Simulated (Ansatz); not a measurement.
B₂H₈SiSn, SMILES `B[B]([SiH3])[SnH3]`. Total charge 0; spin multiplicity 1. Sn takes the def2 core potential. The structure was optimised at the PBE0-D4/def2-TZVP level.

```xyz
12

B     0.437    1.856   -0.015
B    -0.258    0.485    0.306
Si   -1.487   -0.671    1.355
Sn    1.044   -0.609   -1.263
H     0.062    2.549   -0.923
H     1.465    2.168    0.524
H    -0.634   -1.232    2.443
H    -2.621    0.068    1.968
H    -2.031   -1.804    0.559
H     2.231    0.324   -2.058
H    -0.029   -1.234   -2.436
H     1.823   -1.900   -0.460
```

(1) What is the dipole moment at r2SCAN/def2-TZVPP? (Best estimate.)

(2) And with PBE, B3LYP, ωB97M-V? (Estimate.)

(3) Give the Mulliken charges with r2SCAN, ωB97M-V, B3LYP in def2-TZVPP. (Best estimate.)

Results:

(1) Computed: 0.54 D, with components (-0.22, -0.49, 0.02) D in this frame, pointing from negative to positive charge.

(2) Computed: PBE 0.60 D, B3LYP 0.54 D, ωB97M-V 0.52 D.

(3) The calculation gave: 
```csv
atom,r2SCAN,ωB97M-V,B3LYP
B1,-0.12,-0.29,-0.19
B2,-0.08,0.00,0.01
Si3,0.18,0.04,0.13
Sn4,0.46,0.30,0.46
H5,0.03,0.11,0.05
H6,0.03,0.11,0.05
H7,-0.06,-0.01,-0.06
H8,-0.07,-0.02,-0.06
H9,-0.06,-0.02,-0.06
H10,-0.11,-0.07,-0.11
H11,-0.11,-0.08,-0.12
H12,-0.11,-0.07,-0.12
```

B3LYP here is the variant with VWN-RPA as its local correlation; programs differ in this.
